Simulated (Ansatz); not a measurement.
`[OH][Ga]([F])[Br]` and `[BH2][Ga]([OH])[F]` differ in one atom or group.

Ansatz, PBE0-D4/def2-TZVP geometries, multiplicity 1. Each molecule was computed in one conformer, which needn't be the lowest.

Scalar relativity is left out up to krypton.

```
                                          property  `[OH][Ga]([F])[Br]`
               HOMO–LUMO gap (PBE/def2-TZVPP) / eV                 5.02
  size of the dipole moment (B3LYP/def2-TZVPP) / D                 2.36
size of the dipole moment (ωB97M-V/def2-TZVPP) / D                 2.31
             LUMO energy (ωB97M-V/def2-TZVPP) / eV                 0.16
           HOMO–LUMO gap (ωB97M-V/def2-TZVPP) / eV                11.48
                 HOMO energy (PBE/def2-TZVPP) / eV                -7.71
```

Problem. Give the same properties after the change, and the shifts. (Estimate.)

Solution. Computed: 
```tsv
property	`[BH2][Ga]([OH])[F]`	shift
HOMO–LUMO gap (PBE/def2-TZVPP) / eV	3.33	-1.69
size of the dipole moment (B3LYP/def2-TZVPP) / D	1.70	-0.66
size of the dipole moment (ωB97M-V/def2-TZVPP) / D	1.66	-0.65
LUMO energy (ωB97M-V/def2-TZVPP) / eV	-0.99	-1.15
HOMO–LUMO gap (ωB97M-V/def2-TZVPP) / eV	10.02	-1.46
HOMO energy (PBE/def2-TZVPP) / eV	-7.36	0.35
```

With PBE0 the HOMO rises by 0.29 eV and the LUMO falls by 1.24 eV, so the gap narrows by about 1.53 eV. PBE moves the HOMO by 0.35 eV and ωB97M-V by 0.30 eV. The zero-point energy changes by 49.1 kJ/mol with +6 modes. Dipoles are sizes alone; their direction can turn.

B3LYP here is the variant with VWN-RPA as its local correlation; programs differ in this.

Spin–orbit coupling is left out; it splits and shifts lone-pair levels of the heavy atoms by tenths of an eV.
